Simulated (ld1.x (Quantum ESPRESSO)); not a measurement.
**Which change was made? (Al, TM)**

ld1.x (Quantum ESPRESSO) 7.5 input, shortened:

```
&input
   title='Al', zed=13., rel=1, dft='PBE', iswitch=3,
   config='[Ne] 3s2 3p1'
 /
 &inputp
   pseudotype=2, tm=.true., lloc=0,
   nlcc=.true., new_core_ps=.true.
 /
2
3P  2  1   1.00   0.00  1.75  1.75  0.0
3S  1  0   2.00   0.00  2.25  2.25  0.0
 &test
   configts(1)='3s2 3p1'
 /
```

Cutoffs, loose and tight: the cutoffs (Ry, on a coarse ladder) from which the occupation-weighted sum of valence levels, in a spherical-Bessel basis at the reference potential, stays within 10 and 1 mRy of its value at 400 Ry. They do not see the model core or the augmentation charge, which bear on the density cutoff. Test errors are all-electron minus pseudo excitation energies from the reference, over the configurations 3s2 3p0; 3s1 3p0; 3s2 3p0.5; 3s1 3p1; 3s2 3p1.3; 3s1 3p2; 3s0 3p3; variants that change the core or the reference have their own tests.

The base gives: outcome: generated; cutoff, loose: 10 Ry; cutoff, tight: 30 Ry; bound ghosts: none; largest test error (meV): +9.5.

**Question.** After one change the result is: outcome: generated; cutoff, loose: 6 Ry; cutoff, tight: 15 Ry; bound ghosts: none; largest test error (meV): -85. Which change was it?
A. wave 3s (bound): rc 2.25 bohr becomes 3s (bound): rc 3.36 bohr
B. wave 3p (bound): rc 1.75 bohr becomes 3p (bound): rc 2.40 bohr
C. core correction Bessel-smoothed model core inside 1.82 bohr
D. all radii but the core radius scaled by about 1.27 (s 2.86, p 2.22 bohr)

**Answer.** D. The others give: wave 3s (bound): rc 2.25 bohr becomes 3s (bound): rc 3.36 bohr → outcome: generated; cutoff, loose: 6 Ry; cutoff, tight: 30 Ry; bound ghosts: none; largest test error (meV): -146 | core correction Bessel-smoothed model core inside 1.82 bohr → outcome: generated; cutoff, loose: 10 Ry; cutoff, tight: 30 Ry; bound ghosts: none; largest test error (meV): +37 | wave 3p (bound): rc 1.75 bohr becomes 3p (bound): rc 2.40 bohr → outcome: generated; cutoff, loose: 10 Ry; cutoff, tight: 25 Ry; bound ghosts: none; largest test error (meV): -15.
